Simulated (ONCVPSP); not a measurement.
## Scattering properties, ONCV potential for Zr

Zr (Z = 40), optimised norm-conserving Vanderbilt (ONCV), made with ONCVPSP 4.0.1 (PBEsol, scalar-relativistic). Core [Ar] 3d10, reference 4s2 4p6 4d2 5s2. Waves: 4s+5s: rc 2.25 bohr, ncon 3, nbas 6, qcut 5.8 1/bohr, 2 projectors; 4p: rc 1.45 bohr, ncon 5, nbas 8, qcut 5.5 1/bohr, 2 projectors, debl 1.9 Ha; 4d: rc 2.55 bohr, ncon 4, nbas 9, qcut 5 1/bohr, 3 projectors, debl 0.3 Ha. Local part: polynomial inside 1.10 bohr (lpopt 3, dvloc0 6 Ha). Core correction: none.

The phase is arctan(r·R′/R) of the radial function R(r), unwrapped; energies in Ha, scanned from -4 to 5 Ha. A pole is an energy at which the radial function vanishes at the test radius. The pseudo phase is shifted by a multiple of π to meet the all-electron one at the reference energy, and phase errors are pseudo minus all-electron; the curves can meet again beyond the range given. Levels narrower than the energy grid can be missing from the lists of poles.

```csv
channel,radius (bohr),reference energy (Ha),"poles, all-electron","poles, pseudo",unbroken range about the reference energy with phases within 0.05 rad,phase error 1 Ha above the reference energy (rad)
s,2.28,-0.16,"-1.89, 2.74","-1.89, 2.64",below 3.7,-0.002
p,1.47,-1.19,1.08,1.08,the whole range,-0.000
d,2.58,-0.13,"0.24, 3.41","0.24, 3.40",below 4.9,+0.000
```

Phases in the p channel:

```
E (Ha)  all-electron  pseudo
 -3.98         1.045   1.044
 -3.50         0.922   0.921
 -3.02         0.710   0.709
 -2.54         0.312   0.311
 -2.06        -0.313  -0.313
 -1.58        -0.849  -0.849
 -1.10        -1.148  -1.148
 -0.62        -1.314  -1.314
 -0.14        -1.417  -1.417
  0.34        -1.490  -1.490
  0.82        -1.545  -1.545
  1.30        -1.591  -1.591
  1.78        -1.633  -1.633
  2.26        -1.674  -1.674
  2.74        -1.716  -1.717
  3.22        -1.765  -1.766
  3.70        -1.825  -1.827
  4.18        -1.905  -1.911
  4.66        -2.026  -2.041
```
